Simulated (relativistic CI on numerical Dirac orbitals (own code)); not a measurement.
Slater and spin-orbit integrals, Tl⁵⁵⁺

These numbers are calculated, not measured: Dirac-Coulomb-Breit CI, orbitals from a KLI potential per configuration, model QED, unscaled Slater integrals (own radial code, finite nucleus).

Slater integrals F^k, G^k are unscaled and averaged over j, outside the closed core [Ne]; ζ comes from projecting the Hamiltonian with its Breit term on Σ l·s of the shell.

- 3s2 3p6 3d8: F^2(3d,3d) = 658580, F^4(3d,3d) = 425050, ζ(3d) = 338260 cm⁻¹; <r>(3d) = 0.1548, <r^2>(3d) = 0.02781 (bohr units).
- 3s2 3p5 3d9: ζ(3p) = 2.639e+06, F^2(3p,3d) = 573330, G^1(3p,3d) = 613810, G^3(3p,3d) = 408210, ζ(3d) = 335910 cm⁻¹; <r>(3p) = 0.1716, <r^2>(3p) = 0.0342, <r>(3d) = 0.155, <r^2>(3d) = 0.02787 (bohr units).
- 3s2 3p4 3d10: F^2(3p,3p) = 567570, ζ(3p) = 2.6379e+06 cm⁻¹; <r>(3p) = 0.1717, <r^2>(3p) = 0.03424 (bohr units).

Question: Give the Racah parameters of the d shell in 3s2 3p6 3d8.

Answer: B = F²/49 − 5F⁴/441 = 8621 cm⁻¹ and C = 35F⁴/441 = 33734 cm⁻¹.

Averages of the first 10 configurations, taken without configuration mixing, which lowers the lowest level and can move excited configurations by several eV; other configurations of the list can lie among them:

| Configuration | Parity | States | Average energy above the lowest level (eV) |
| --- | --- | --- | --- |
| 3s2 3p6 3d8 | even | 45 | 91.2 |
| 3s2 3p5 3d9 | odd | 60 | 737.6 |
| 3s2 3p4 3d10 | even | 15 | 1393.3 |
| 3s 3p6 3d9 | even | 20 | 1339.7 |
| 3p6 3d10 | even | 1 | 2600.6 |
| 3s 3p5 3d10 | odd | 12 | 1984.3 |
| 3s2 3p6 3d7 4s | even | 240 | 2232.4 |
| 3s2 3p6 3d7 4p | odd | 720 | 2460.6 |
| 3s2 3p4 3d9 4s | even | 300 | 3513.5 |
| 3s2 3p6 3d7 4d | even | 1200 | 2705.0 |
